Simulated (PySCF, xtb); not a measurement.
C₃H₅, SMILES [CH]1CC1, multiplicity 2. Atoms are numbered in the order given.

```xyz
8

C      0.1669    -0.8676     0.0000
C     -0.0305     0.3621     0.7662
C     -0.0305     0.3621    -0.7662
H     -0.3493    -1.8144     0.0000
H     -0.9665     0.5126     1.2958
H      0.8236     0.8247     1.2507
H      0.8236     0.8247    -1.2507
H     -0.9665     0.5126    -1.2958
```
Charge 0, spin multiplicity 2.

Geometry: B3LYP-D3(BJ)/def2-TZVP.

Computed with PySCF with IEF-PCM-M06-2X/def2-SVP.

The values are the electrostatic part of the solvation free energy, E(continuum) − E(gas) at the gas-phase geometry, in a cavity of scaled van der Waals radii (PySCF's table); cavitation and dispersion terms are not included. The dipole moment in vacuum is 0.55 D.

Computed values in water (ε = 78.36), acetonitrile (ε = 35.69), toluene (ε = 2.37):
```tsv
solvent	ε	ΔG(elec) (kcal/mol)	dipole (D)
water	78.36	-1.3	0.69
acetonitrile	35.69	-1.3	0.69
toluene	2.37	-0.6	0.61
```

For comparison, GFN2-xTB/ALPB(water) (xtb, at the GFN2-xTB geometry, all terms of that model) gives -0.3 kcal/mol.
